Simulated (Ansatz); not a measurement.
Cost and result up the ladder for the cluster Si4Cl2 (6 atoms). Total charge 0; singlet. Geometry: B3LYP-D4/def2-SVP.

```xyz
6

Si    1.5785    1.5846   -0.5972
Si   -0.6647   -0.9009   -0.1497
Si   -1.7164   -2.3536   -1.4700
Si    0.3671    0.7102    1.1162
Cl   -0.6911    1.6601    2.6444
Cl    1.1266   -0.7005   -1.5436
```

Ansatz on 4 threads of Arm Neoverse N1 on a shared host. Times are rough, and most runs start from the orbitals of an earlier one. No level here is sound enough to serve as a yardstick. Binding counts from free atoms at the same level (Si triplet, Cl doublet; other spins of the atoms weren't run), without zero-point energy or a counterpoise term.

B3LYP takes the VWN-RPA correlation. Correlated methods freeze 30 core orbitals. Another isomer (singlet) lies 2.26 eV lower at PBE0-D4/def2-TZVP; other spin states weren't run for this one.

Correlated methods converge slowly with the basis.

| level | functions | wall time |
| --- | --- | --- |
| PBE-D4/def2-TZVP (with forces) | 222 | 5.5 s |
| B3LYP-D4/def2-TZVP | 222 | 8.5 s |
| r2SCAN-D4/def2-TZVP | 222 | 11 s |
| PBE0-D4/def2-TZVP | 222 | 11 s |
| CAM-B3LYP-D4/def2-TZVP | 222 | 12 s |
| CCSD(T)/def2-TZVPP | 252 | 3.9 min |

Task: Estimate what each level gives for the binding energy per atom (eV).

Result: 
```tsv
level	binding energy per atom (eV)	remarks
PBE-D4/def2-TZVP (with forces)	2.85	restricted SCF unstable in HF
B3LYP-D4/def2-TZVP	2.63	restricted SCF unstable in HF
r2SCAN-D4/def2-TZVP	2.72	restricted SCF unstable in HF
PBE0-D4/def2-TZVP	2.71	restricted SCF unstable in HF
CAM-B3LYP-D4/def2-TZVP	2.53	restricted SCF unstable in HF
CCSD(T)/def2-TZVPP	2.51	large T1 (0.022), restricted SCF unstable
```
